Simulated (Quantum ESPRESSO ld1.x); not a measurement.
Values are calculated unless marked as measured or tabulated.
All-electron atom: Gd XLI in [Ar] 3d6 (the NIST ground configuration). Code: ld1.x of Quantum ESPRESSO 7.5. Model: scalar-relativistic Kohn-Sham, LDA (Slater exchange, Perdew-Wang correlation), spin-polarised, spherical densities, point nucleus; open shells are filled with parallel spins first.

Unscreened Slater integrals over Kohn-Sham orbitals (eV). They are taken over the spin-up orbitals. Empty in this configuration: 4p, 4s.

\begin{tabular}{lr}
integral & value \\ \hline
F0(4p,4p) & 52.814 \\
F2(4p,4p) & 27.336 \\
F0(4p,4s) & 53.085 \\
G1(4p,4s) & 35.690 \\
F0(4p,3d) & 66.724 \\
F2(4p,3d) & 19.787 \\
G1(4p,3d) & 6.4212 \\
G3(4p,3d) & 6.5424 \\
F0(4p,3p) & 65.405 \\
F2(4p,3p) & 21.215 \\
G0(4p,3p) & 5.7653 \\
G2(4p,3p) & 6.9686 \\
F0(4s,4s) & 53.396 \\
F0(4s,3d) & 66.988 \\
G2(4s,3d) & 6.4155 \\
F0(4s,3p) & 65.677 \\
G1(4s,3p) & 6.8446 \\
F0(3d,3d) & 119.61 \\
F2(3d,3d) & 61.472 \\
F4(3d,3d) & 39.676 \\
F0(3d,3p) & 111.15 \\
F2(3d,3p) & 53.493 \\
G1(3d,3p) & 57.631 \\
G3(3d,3p) & 38.373 \\
F0(3p,3p) & 106.19 \\
F2(3p,3p) & 53.329 \\
\end{tabular}

Derived for the open shells (J is the average intra-shell exchange parameter used in DFT+U). 3d: Racah B = F2/49 - 5 F4/441 = 0.8047 eV, C = 35 F4/441 = 3.149 eV, C/B = 3.91, F4/F2 = 0.645, J = (F2 + F4)/14 = 7.225 eV.
